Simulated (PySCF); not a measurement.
C2H9GeN, SMILES C[N](C)[GeH3].

Geometry optimised at TPSSh-D3(BJ)/def2-SVP.

All values below come from B3LYP/def2-TZVP (PySCF).

Isolated molecule, no solvent.

- total energy: -2213.46958 hartree
- point group: Cs
- highest occupied level: -5.96 eV
- lowest empty level: 0.33 eV
- orbital gap: 6.29 eV
- dipole moment: 0.093 e·Å
- quadrupole, principal values (traceless, Buckingham form, about the centre of nuclear charge): -2.79, 1.21, 1.58 D·Å
- mean static polarisability: 66.0 bohr³ (9.78 Å³)
- polarisability, principal values: 58.6, 65.5, 73.8 bohr³
